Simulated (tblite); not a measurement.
C5H14NPSSi.
Cartesian coordinates in Å at the GFN2-xTB level; atoms count from 1:
```
atom  x, y, z in Å
C1     1.026   -1.906   -1.041
P2     0.296   -0.350   -0.389
N3     1.193    0.923   -0.307
Si4    2.560    1.232    0.688
C5    -0.551   -0.882    1.168
C6    -1.349    0.305    1.675
S7    -2.778    0.648    0.603
C8    -1.901    1.171   -0.902
C9    -1.105    0.030   -1.509
H10    1.779   -2.257   -0.338
H11    0.272   -2.677   -1.188
H12    1.512   -1.675   -1.988
H13    3.634    0.244    0.507
H14    2.981    2.565    0.273
H15    2.226    1.225    2.123
H16   -1.200   -1.742    0.994
H17    0.221   -1.158    1.893
H18   -0.725    1.202    1.698
H19   -1.765    0.125    2.666
H20   -2.679    1.527   -1.578
H21   -1.236    1.995   -0.640
H22   -0.683    0.336   -2.471
H23   -1.734   -0.853   -1.654
```

Level: GFN2-xTB in tblite, geometry and Hessian alike; calculated harmonic values, unscaled, isolated species. Errors from tens to a few hundred cm⁻¹ against measured bands are possible. Modes of hydrogen on silicon can be 10 to 20 % off. One conformer, not necessarily the lowest.

Harmonic wavenumbers (cm⁻¹): 39.7, 58.7, 83.5, 100.4, 150.4, 159.4, 187.9, 203.5, 234.9, 281.7, 309.1, 323.9, 342.0, 446.2, 574.8, 578.1, 628.8, 669.6, 671.1, 691.6, 719.0, 755.0, 766.3, 774.8, 799.8, 812.5, 827.5, 840.0, 856.7, 870.8, 933.9, 1031.3, 1039.6, 1047.2, 1077.2, 1118.5, 1146.6, 1236.8, 1244.4, 1247.8, 1254.9, 1262.9, 1300.6, 1400.5, 1410.5, 1418.7, 1426.0, 1433.5, 1434.3, 2138.0, 2178.7, 2285.5, 2928.5, 2934.2, 2949.0, 2951.3, 2960.7, 2969.0, 2991.3, 2993.1, 2996.1, 2999.6, 3009.2.

A = 1505, B = 705.0, C = 628.7 MHz; mass 179.035 u (most abundant isotopes); point group C1, symmetry number 1.

Q: Zero-point energy?

A: Half the sum of the wavenumbers: 38754 cm⁻¹ = 463.60 kJ/mol.

Q: Entropy at 400 K, 1 bar (ideal gas, RRHO, classical rotation)?

A: Translation 179.66, rotation 131.51, vibration 225.51: S = 536.7 J/(mol K).

Q: And Cp and H(400 K) − H(0)?

A: Cp = 259.07 J/(mol K), of which vibrations give 225.81 (their classical limit is 63 R = 523.8); H(400 K) − H(0) = 59.79 kJ/mol without the zero-point energy, 46.48 from vibrations.

Q: Blend soft modes into free rotors: weight 1/[1 + (100 cm⁻¹/ν̃)⁴] for the oscillator and the rest for a rotor with moment μB/(μ + B), μ = h/(8π²ν), B = 10⁻⁴⁴ kg m². What vibrational entropy results?

A: 207.45 J/(mol K) in place of 225.51, which changes −T·S at 400 K by +7.22 kJ/mol.

Q: Which modes carry the vibrational entropy at 400 K?

A: 39.7 cm⁻¹: 24.50; 58.7 cm⁻¹: 21.26; 83.5 cm⁻¹: 18.35; 100.4 cm⁻¹: 16.83; 150.4 cm⁻¹: 13.52; 159.4 cm⁻¹: 13.05 J/(mol K); the other 57 give 117.99 together.

Hindered rotation and anharmonicity are outside this model. Other conformers, if any are populated, would add a mixing term that is left out. The structure is chiral; the term R ln 2 for an equal mix with its mirror image is left out.
